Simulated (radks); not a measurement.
Question: Coulomb parameter of the 3d shell of the chromium ion Cr+ in the model configuration [Ar] 3d4 4s1, as a second difference U = [E(n + 1) + E(n - 1) - 2 E(n)] / (1)^2 with all orbitals relaxed. "Bare": the charge of the atom changes with n. "Screened": the 4s shell takes up the change at fixed total charge, which measures U(3d,3d) + U(4s,4s) - 2 U(3d,4s). All-electron calculation, scalar-relativistic Kohn-Sham, PBE, spin-unpolarised, spherical densities, finite nucleus; Fermi nuclear charge, rms radius 3.6452 fm. Program: a radial shooting solver on a logarithmic mesh with Libxc functionals. Estimate both.

Answer: U(bare) = 12.889 eV, U(screened by 4s) = 2.941 eV, against the Slater integral F0(3d,3d) = 19.971 eV with frozen orbitals.
